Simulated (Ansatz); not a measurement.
A nudged elastic band was laid between two geometries of CH7ClSSi2 (12 atoms, charge 0, multiplicity 1).

These are results of RKS PBE/def2-SVP (Ansatz), not measurements.

```yaml
movable_images: 7
climbing_image: yes
spring: 5.0 eV/Å²
optimiser: quadratic models (default)
start_path: through a guess of the saddle point
force_threshold: 0.03 eV/Å
iteration_limit: 60
end_points: relaxed
```

First end point:

```xyz
12
Properties=species:S:1:pos:R:3
Si -2.073 0.668 -0.131
S -1.083 -1.173 0.448
C 0.559 -1.073 -0.395
Si 1.862 -0.068 0.538
Cl 1.357 1.959 0.448
H -1.721 0.991 -1.559
H -1.778 1.854 0.741
H -3.536 0.338 -0.015
H 0.444 -0.712 -1.439
H 0.912 -2.126 -0.461
H 3.207 -0.226 -0.118
H 1.927 -0.487 1.976
```

Last end point:

```xyz
12
Properties=species:S:1:pos:R:3
Si -2.058 0.679 -0.454
S -1.141 -0.924 0.662
C 0.502 -1.047 -0.188
Si 1.814 0.089 0.575
Cl 2.188 -0.504 2.534
H -2.128 0.336 -1.920
H -1.323 1.987 -0.319
H -3.439 0.807 0.120
H 0.400 -0.858 -1.279
H 0.821 -2.104 -0.080
H 1.342 1.512 0.582
H 3.098 -0.027 -0.200
```

Which bonds break or form, and what moves?

No bond is made or broken. The dihedral S2–C3–Si4–Cl5 goes from -71 to 64°.

What energy profile does the band end with?

The forces met the threshold. The highest image is number 4 of 0 to 8, 0.130 eV above the first end and 0.102 eV above the last; the last end lies 0.028 eV above the first. A vibrational analysis at the climbing image gives one clearly imaginary mode, 80i cm⁻¹: a first-order saddle point.

```
image  path coordinate (Å)  energy (eV)  dihedral S2–C3–Si4–Cl5 (°)
    0                 0.00        0.000                         -71
    1                 0.92        0.009                         -66
    2                 1.85        0.038                         -50
    3                 2.77        0.098                         -28
    4                 3.70        0.130                          -3
    5                 4.59        0.102                          21
    6                 5.49        0.059                          43
    7                 6.38        0.036                          57
    8                 7.27        0.028                          64
```

What is the geometry of the highest image?


```xyz
12
Properties=species:S:1:pos:R:3:forces:R:3
Si -1.999 0.706 -0.460 0.00 0.00 0.00
S -1.223 -1.036 0.553 0.01 0.00 0.00
C 0.476 -1.131 -0.162 -0.01 0.00 0.00
Si 1.825 0.002 0.599 0.00 0.00 0.00
Cl 1.055 1.250 2.075 0.00 0.00 0.00
H -1.992 0.503 -1.954 0.00 0.00 0.00
H -1.217 1.953 -0.151 0.00 0.00 0.00
H -3.410 0.839 0.036 0.00 0.00 0.00
H 0.439 -0.982 -1.262 0.00 0.00 0.00
H 0.791 -2.183 -0.001 0.00 0.00 0.00
H 2.436 0.866 -0.467 0.00 0.00 0.00
H 2.896 -0.844 1.226 0.00 0.00 0.00
```

What are the harmonic wavenumbers there?

80i, 67, 91, 118, 147, 291, 471, 488, 516, 592, 599, 606, 662, 746, 766, 841, 875, 882, 918, 931, 1065, 1114, 1353, 2145, 2164, 2169, 2179, 2193, 2985, 3051 cm⁻¹.

Time of the run: 2.8 min on 2 threads of AMD EPYC 9R14 (Zen 4) (shared host), peak memory 0.2 GiB.
